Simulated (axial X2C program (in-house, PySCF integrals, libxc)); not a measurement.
Potential curves of GaTe⁻, with spin–orbit coupling

Computed with an axial X2C code built on PySCF integrals. Two-component (2c) means X2C with spin–orbit coupling and atomic mean-field two-electron Coulomb and Gaunt terms. Basis: Te dyall-acv3z [12s13p9d5f1g], Ga dyall-acv3z [10s10p8d5f1g] (cores contracted in-house); Gaussian nuclei, density fitting, unrestricted open shells. Masses: Te 129.906 u, Ga 68.926 u.

State: Ω = 0 (closed shell). Energies in eV from the fragments at the same level (Te- + Ga). Fits are polynomials in 1 − R0/R over 0.85 to 1.23 times the lowest point R0.

| R (Å) | CCSD(T) | MP2 | CCSD |
| --- | --- | --- | --- |
| 2.1637 |  | -2.3342 |  |
| 2.2632 | -2.7312 | -2.8515 | -2.5922 |
| 2.3378 | -2.9656 | -3.0784 | -2.8206 |
| 2.4124 | -3.0964 | -3.2017 | -2.9451 |
| 2.4870 | -3.1473 | -3.2450 | -2.9894 |
| 2.5740 | -3.1306 | -3.2192 | -2.9646 |
| 2.6611 | -3.0534 | -3.1325 | -2.8790 |
| 2.7730 | -2.8934 | -2.9595 | -2.7076 |
| 2.9098 |  | -2.6891 |  |
| 3.1088 |  | -2.2404 |  |

Correlated methods: 10 electrons correlated (number of frozen shells: Te 4 s, 3 p, 2 d; Ga 3 s, 2 p, 1 d), 372 virtual spin orbitals or spinors in MP2, 90 natural virtuals in coupled cluster.

Occupations by symmetry block were frozen at the best pattern of an incomplete PBE0 search. Closed shells are restricted here (equal orbitals for both partners); the stretched side of such a curve lies too high. De is counted from the lowest determinant-based energies of the atoms at the same level, without counterpoise correction. Coupled cluster ran in a truncated set of natural virtual spinors; the MP2 energy of the rest was added. (T) has no such correction and the atoms are truncated less, which lowers De at CCSD(T) by a hundredth of an eV or more. With the outer-core shells frozen, correlated bond lengths of heavy atoms tend to come out a few hundredths of an ångström too long. Coupled cluster ran on the points near the minimum only. MP2 and coupled cluster on one determinant become unreliable at the stretched end.

(1) What are Re, ωe and De at the CCSD(T) level?

(2) What are Re, ωe and De at the MP2 level?

(3) Fit the CCSD curve near its minimum: give the equilibrium distance, the harmonic wavenumber and the well depth.

Answers

(1) At CCSD(T), 2c: Re = 2.509 Å, ωe ≈ 247 cm⁻¹, De = 3.15 eV to Te- + Ga; Be follows as 0.0594 cm⁻¹.

(2) At MP2, 2c: Re = 2.499 Å, ωe ≈ 252 cm⁻¹, De = 3.25 eV to Te- + Ga; Be follows as 0.0599 cm⁻¹.

(3) At CCSD, 2c: Re = 2.501 Å, ωe ≈ 251 cm⁻¹, De = 2.99 eV to Te- + Ga; Be follows as 0.0599 cm⁻¹.
